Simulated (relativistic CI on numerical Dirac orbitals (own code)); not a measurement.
**Bi⁴⁹⁺: sensitivity of the levels to the model**

Base calculation: Dirac-Coulomb-Breit CI, separate exchange-only KLI orbitals for each configuration, QED by a radiative potential, unscaled Slater integrals.

Configurations in the expansion (outside the closed core [Ar] 3d10): 4s2 4p4, 4s 4p5, 4s2 4p3 4d, 4p6, 4s2 4p3 4f, 4s 4p4 4d, 4s 4p4 4f, 4p5 4d, 4s2 4p2 4d 4f, 4s 4p3 4d2, 4p5 4f, 4s 4p3 4f2, 4p4 4d 4f, 4s2 4p3 5s, 4p5 5s, 4s2 4p3 5p, 4s2 4p2 4f 5s, 4s 4p3 4d 5s, 4s 4p4 5s, 4s2 4p3 5d, 4s2 4p3 5f, 4s 4p4 5p, 4s2 4p3 5g, 4s 4p4 5d, 4p4 4f 5s, 4s 4p4 5f, 4s2 4p3 6s, 4s2 4p2 4d2, 4s2 4p 4d3, 4s2 4p 4d2 4f, 4s 4p2 4d3, 4s 4p2 4d2 4f, 4s2 4p 4d2 5s, 4s2 4p2 4f2, 4s2 4p 4d 4f2, 4s2 4p 4f3, 4s 4p2 4d 4f2, 4s 4p2 4f3, 4s2 4p 4f2 5s, 4s2 4p2 5s2, 4s2 4p 4d 5s2, 4s2 4p 4f 5s2, 4s 4p2 4d 5s2, 4s 4p2 4f 5s2. Double excitations out of closed p, d and f shells are left out; levels of such configurations are missing from the list, as are those of other unlisted configurations, and high levels can miss mixing partners. These lack a partner that the ground configuration has and come out too high: 4s2 4p3 5p, 4s 4p4 5s, 4s2 4p3 5d, 4s2 4p3 5f, 4s 4p4 5p.

The lowest level and the first level of each name with at least 55 % of one term (blank where a level has no safe partner in the second run):

| Level | Base (eV) | Shift (eV) |
| --- | --- | --- |
| 4s2 4p4 3P_2 | 0.000 | 0.000 |
| 4s2 4p4 1S_0 | 10.709 |  |
| 4s2 4p4 3P_1 | 172.333 | -172.332 |
| 4s2 4p4 1D_2 | 177.650 | -169.818 |
| 4s2 4p3 4d 3P°_0 | 188.960 |  |
| 4s 4p5 3P°_2 | 299.527 | -196.601 |
| 4s2 4p4 3P_0 | 354.162 |  |
| 4s2 4p2 4d2 3P_0 | 388.374 |  |
| 4s2 4p3 4d 3G°_5 | 398.346 | -218.876 |
| 4s 4p5 3P°_0 | 475.278 | -372.352 |

At this charge energies of transitions that change n are usually good to better than 1 %, and those within a shell (Δn = 0) to a few per cent.

One thing was changed in a second run, which moved the levels as shown. Which?
A. QED terms removed
B. configuration mixing switched off
C. non-relativistic limit
D. Breit term removed

C. Non-relativistic limit. Without relativity the fine structure collapses and s electrons lose their extra binding.

LS names give the leading component of a level, which can be under half, so a name can repeat, a term be missing and a line seem to break the LS rules.
